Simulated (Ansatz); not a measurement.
```yaml
crystal:
  periodic: [false, false, false]
  atoms:
    - {symbol: F, position_ang: [-1.964853, -1.883836, -0.390322]}
    - {symbol: Al, position_ang: [-0.284278, -1.581599, -0.106657]}
    - {symbol: F, position_ang: [0.096172, -1.527294, 1.451442]}
    - {symbol: F, position_ang: [0.684923, -2.389798, -1.198249]}
    - {symbol: N, position_ang: [-0.093963, 0.287750, -0.647962]}
    - {symbol: Si, position_ang: [0.454799, 1.279570, 0.665125]}
    - {symbol: H, position_ang: [0.505386, 0.265525, -1.451131]}
    - {symbol: H, position_ang: [-1.029603, 0.537522, -1.085821]}
    - {symbol: H, position_ang: [1.700485, 0.842787, 1.044960]}
    - {symbol: H, position_ang: [0.545379, 2.725915, 0.072848]}
    - {symbol: H, position_ang: [-0.632396, 1.265554, 1.694909]}
basis:
  gaussian: {orbitals: cc-pVTZ}
hamiltonian: {xc: {name: B3LYP}}
```

```sh
$ ansatz run in.yaml --threads 4 --pin off --events-out ev --progress --plain --max-ram 10444MiB
```

It prints (some lines left out):

```
Functional definition: B3LYP
1482 factors; their error is unknown
mean field evaluation 1: about -24199.5293 eV, gradient 8.4e1 eV
mean field evaluation 2: about -24185.0130 eV, gradient 1.3e2 eV
mean field evaluation 4: about -24209.8917 eV, gradient 5.4e0 eV
mean field evaluation 8: about -24209.9412 eV, gradient 6.7e-2 eV
mean field evaluation 16: about -24209.9675 eV, gradient 2.5e-5 eV
mean field -24209.96753906 eV, -889.6998969552 hartree, gradient 2.5e-5 eV, S^2 0.000000; 0 other end points of the search recorded, 0 dependent functions left out
reference -24209.96784859 eV, -889.6999083299 hartree; 33, 33 occupied and 225, 225 virtual orbitals, 1482 factors
Total energy: -24209.96784859 eV, -889.6999083299 hartree
```

It took 3.4 s on 4 threads of an Arm Neoverse V1 on a shared host, with 0.56 GiB of host memory at the peak.
